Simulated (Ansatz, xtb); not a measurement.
**Relaxing a trial structure of BrFH2NOSi**

The starting geometry of this gas-phase doublet has its atoms placed at random.

```yaml
atoms:
  - { symbol: Br, position_ang: [-0.3750, 0.5082, -0.7494] }
  - { symbol: F, position_ang: [-1.2321, -0.9950, 1.5759] }
  - { symbol: N, position_ang: [0.5008, -2.0668, 0.7484] }
  - { symbol: O, position_ang: [-0.7067, -1.3279, -0.2707] }
  - { symbol: Si, position_ang: [0.2398, -0.0719, 2.0672] }
  - { symbol: H, position_ang: [1.0373, -1.1112, -0.5049] }
  - { symbol: H, position_ang: [-0.1263, 1.7447, 0.4040] }
```

Problem. One run relaxed it with r2SCAN-D4/def2-SVP. What is a likely outcome?

Solution. It falls apart into FHNOSi + BrH. Distances that change by over a tenth: Br1–H7 (1.71 → 1.43 Å). Contacts that open: Br1–O4 (1.93 → 3.94 Å). Contacts that close: N3–O4 (1.74 → 1.27 Å), N3–Si5 (2.41 → 1.81 Å), N3–H6 (1.66 → 1.04 Å).

The energy falls by 11.20 eV over 22 steps:

```tsv
step	E − E(last) (eV)
1	11.204
3	3.916
6	0.355
8	0.034
10	0.003
13	0.002
15	0.001
17	0.001
20	0.000
22	0.000
```

Final geometry (Å):

```yaml
atoms:
  - { symbol: Br, position_ang: [-0.7291, 1.5399, -0.5609] }
  - { symbol: F, position_ang: [-1.3820, -0.8390, 1.9316] }
  - { symbol: N, position_ang: [0.4403, -1.7611, 0.3512] }
  - { symbol: O, position_ang: [-0.4805, -2.3769, -0.2739] }
  - { symbol: Si, position_ang: [0.2180, -0.5986, 1.7219] }
  - { symbol: H, position_ang: [1.4015, -1.9309, -0.0077] }
  - { symbol: H, position_ang: [-0.1303, 2.6467, 0.1081] }
```

From the same start GFN2-xTB reaches the same bonding as this run.

From so rough a start the end depends on the optimiser's path, so another program may land elsewhere. The end wasn't checked by frequencies. Open shells are spin-unrestricted. Run with Ansatz 0.2.0, 3.8 min on 2 threads of Arm Neoverse V2, on a shared host.
